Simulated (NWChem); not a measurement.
System: CH$_{5}$IOSi; SMILES I[SiH2]OC

Input file for NWChem:

```
start job
memory heap 200 mb stack 900 mb global 1100 mb
geometry units angstroms
  Si     0.136825    -0.561448     1.531854
  I      0.448232     0.305559    -0.758077
  O     -1.387153    -1.035065     1.713839
  C     -2.588949    -0.377851     1.454432
  H      0.843659    -1.810479     1.677881
  H      0.516752     0.550544     2.388388
  H     -2.758155     0.419016     2.182529
  H     -3.394563    -1.108737     1.527005
  H     -2.585805     0.055155     0.450160
end
basis spherical
  * library def2-svp
end
ecp
  I library def2-ecp
end
dft
  xc pbe0
  iterations 150
end
driver
  maxiter 120
end
task dft optimize
dft
  grid fine
  convergence energy 1d-8 density 1d-7
end
task dft freq numerical
```

NWChem printed, in part:

```
             Northwest Computational Chemistry Package (NWChem) 7.3.0
             --------------------------------------------------------

 C1  symmetry detected

                             Geometry "geometry" -> ""
                             -------------------------

 Output coordinates in angstroms (scale by  1.889725989 to convert to a.u.)

  No.       Tag          Charge          X              Y              Z
 ---- ---------------- ---------- -------------- -------------- --------------
    1 Si                  14.0000     1.04284712    -1.07880358     0.08918435
    2 I                   53.0000    -0.10859950     1.10194950    -0.01543942
    3 O                    8.0000     0.01120126    -2.24013398    -0.31942193
    4 C                    6.0000    -1.27074506    -2.53271473     0.14376916
    5 H                    1.0000     2.01051462    -1.16800426    -0.97696737
    6 H                    1.0000     1.51764168    -1.16536659     1.46089795
    7 H                    1.0000    -1.23194426    -2.93543464     1.15868989
    8 H                    1.0000    -1.70740937    -3.27706057    -0.52237546
    9 H                    1.0000    -1.89802857    -1.63684681     0.14222394

 Effective nuclear repulsion energy (a.u.)     419.0714689514

                                Z-matrix (autoz)
                                --------

 Units are Angstrom for bonds and degrees for angles

      Type          Name      I     J     K     L     M      Value
      ----------- --------  ----- ----- ----- ----- ----- ----------
    1 Stretch                  1     2                       2.46829
    2 Stretch                  1     3                       1.60622
    3 Stretch                  1     5                       1.44257
    4 Stretch                  1     6                       1.45414
    5 Stretch                  3     4                       1.39411
    6 Stretch                  4     7                       1.09259
    7 Stretch                  4     8                       1.09017
    8 Stretch                  4     9                       1.09365
    9 Bend                     1     3     4               131.13438
   10 Bend                     2     1     3               109.17107
   11 Bend                     2     1     5               109.64712
   12 Bend                     2     1     6               104.17563
   13 Bend                     3     1     5               101.42706
   14 Bend                     3     1     6               113.99412
   15 Bend                     3     4     7               110.69120
   16 Bend                     3     4     8               107.97463
   17 Bend                     3     4     9               110.79581
   18 Bend                     5     1     6               118.32464
   19 Bend                     7     4     8               109.27883
   20 Bend                     7     4     9               108.88172
   21 Bend                     8     4     9               109.18971
   22 Torsion                  1     3     4     7         -71.37327
   23 Torsion                  1     3     4     8         169.05093
   24 Torsion                  1     3     4     9          49.52239
   25 Torsion                  2     1     3     4         -51.22916
   26 Torsion                  4     3     1     5        -166.91522
   27 Torsion                  4     3     1     6          64.78211

                           NWChem Geometry Optimization
                           ----------------------------

[...]

      ----------------------
      Optimization converged
      ----------------------

  Step       Energy      Delta E   Gmax     Grms     Xrms     Xmax
  ---- ---------------- -------- -------- -------- -------- --------
@   16    -703.17276246  2.5D-08  0.00002  0.00001  0.00046  0.00107
                                     ok       ok       ok       ok

                                Z-matrix (autoz)
                                --------

 Units are Angstrom for bonds and degrees for angles

      Type          Name      I     J     K     L     M      Value     Gradient
      ----------- --------  ----- ----- ----- ----- ----- ---------- ----------
    1 Stretch                  1     2                       2.45967   -0.00000
    2 Stretch                  1     3                       1.64869    0.00002
    3 Stretch                  1     5                       1.48174   -0.00001
    4 Stretch                  1     6                       1.49161    0.00001
    5 Stretch                  3     4                       1.40415    0.00002
    6 Stretch                  4     7                       1.10490    0.00000
    7 Stretch                  4     8                       1.09965    0.00000
    8 Stretch                  4     9                       1.10402    0.00000
    9 Bend                     1     3     4               126.37610   -0.00000
   10 Bend                     2     1     3               111.07282    0.00000
   11 Bend                     2     1     5               108.47441   -0.00001
   12 Bend                     2     1     6               106.07899    0.00000
   13 Bend                     3     1     5               106.87670    0.00000
   14 Bend                     3     1     6               111.57448   -0.00000
   15 Bend                     3     4     7               111.90447   -0.00000
   16 Bend                     3     4     8               108.37961   -0.00000
   17 Bend                     3     4     9               111.43949   -0.00000
   18 Bend                     5     1     6               112.78115    0.00000
   19 Bend                     7     4     8               108.29196    0.00000
   20 Bend                     7     4     9               108.35872    0.00000
   21 Bend                     8     4     9               108.36002    0.00000
   22 Torsion                  1     3     4     7         -56.61607   -0.00000
   23 Torsion                  1     3     4     8        -175.96076   -0.00000
   24 Torsion                  1     3     4     9          64.89111   -0.00000
   25 Torsion                  2     1     3     4         -61.75121   -0.00000
   26 Torsion                  4     3     1     5        -179.90074    0.00000
   27 Torsion                  4     3     1     6          56.38276   -0.00000

                         Geometry "geometry" -> "geometry"
                         ---------------------------------

[...]

 Rotational Constants
 --------------------
 A=   0.240142 cm-1  (  0.345504 K)
 B=   0.043589 cm-1  (  0.062713 K)
 C=   0.038241 cm-1  (  0.055018 K)

 Temperature                      =   298.15K
 frequency scaling parameter      =   1.0000

 Zero-Point correction to Energy  =   38.158 kcal/mol  (  0.060809 au)
 Thermal correction to Energy     =   42.107 kcal/mol  (  0.067102 au)
 Thermal correction to Enthalpy   =   42.699 kcal/mol  (  0.068045 au)

 Total Entropy                    =   83.300 cal/mol-K
   - Translational                =   41.580 cal/mol-K (mol. weight = 187.9114)
   - Rotational                   =   27.778 cal/mol-K (symmetry #  =        1)
   - Vibrational                  =   13.943 cal/mol-K

 Cv (constant volume heat capacity) =   19.437 cal/mol-K
   - Translational                  =    2.979 cal/mol-K
   - Rotational                     =    2.979 cal/mol-K
   - Vibrational                    =   13.478 cal/mol-K

[normal modes left out]

 ----------------------------------------------------------------------------
 Normal Eigenvalue ||           Projected Infra Red Intensities
  Mode   [cm**-1]  || [atomic units] [(debye/angs)**2] [(KM/mol)] [arbitrary]
 ------ ---------- || -------------- ----------------- ---------- -----------
    1        0.000 ||    0.000079           0.002         0.077       0.017
    2        0.000 ||    0.000061           0.001         0.059       0.013
    3        0.000 ||    0.000070           0.002         0.068       0.015
    4        0.000 ||    0.000057           0.001         0.056       0.012
    5        0.000 ||    0.000175           0.004         0.170       0.037
    6        0.000 ||    0.000529           0.012         0.516       0.112
    7       78.547 ||    0.002684           0.062         2.617       0.567
    8      102.032 ||    0.000038           0.001         0.037       0.008
    9      171.005 ||    0.006286           0.145         6.128       1.328
   10      258.575 ||    0.002353           0.054         2.294       0.497
   11      369.776 ||    0.059032           1.362        57.547      12.471
   12      577.295 ||    0.021209           0.489        20.676       4.480
   13      734.275 ||    0.018690           0.431        18.220       3.948
   14      781.117 ||    0.030612           0.706        29.842       6.467
   15      868.213 ||    0.423611           9.773       412.957      89.489
   16      934.951 ||    0.123590           2.851       120.482      26.109
   17     1175.132 ||    0.100129           2.310        97.611      21.153
   18     1178.237 ||    0.004200           0.097         4.095       0.887
   19     1223.818 ||    0.183377           4.231       178.765      38.739
   20     1471.674 ||    0.008240           0.190         8.033       1.741
   21     1473.543 ||    0.002206           0.051         2.150       0.466
   22     1477.527 ||    0.011161           0.257        10.881       2.358
   23     2241.684 ||    0.098070           2.263        95.603      20.717
   24     2299.732 ||    0.084022           1.938        81.909      17.750
   25     3024.141 ||    0.052516           1.212        51.195      11.094
   26     3108.553 ||    0.025186           0.581        24.552       5.321
   27     3154.989 ||    0.019911           0.459        19.411       4.206
 ----------------------------------------------------------------------------
```

Level: PBE0/def2-SVP with def2 effective core potentials on I. def2 effective core potentials on I; no spin-orbit coupling.
